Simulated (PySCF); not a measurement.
**Relaxation of singlet CaF₂**

All numbers come from PBE/[Ca def2-TZVP, F def2-TZVP], no relativity, density fitting, PySCF. A (50,194) grid was used.

A start displaced from a saddle point along its imaginary mode, of C2v symmetry, held to at least that symmetry:

Coordinates in bohr (charge 0 multiplicity 1):
```
Ca    0.0029    0.4492    0.0000
F    -0.0031   -0.4724    3.8150
F    -0.0031   -0.4724   -3.8150
```

What forces act on the atoms at the start (eV/Å)?


```tsv
atom	Fx	Fy	Fz
Ca1	0.00	-0.36	0.00
F2	0.00	0.18	-0.92
F3	0.00	0.18	0.92
```

What does it relax to?

It ends at C2v with Ca–F 2.000 Å (×2); F–Ca–F 139.3° (after a last refinement on a finer grid). The frequency run here used a shortcut that can spoil soft modes, so no verdict on minimum or saddle point is given. Other isomers or separated fragments may lie lower.

How much energy is released, and in how many steps?

9.9 kJ/mol in 6 steps.
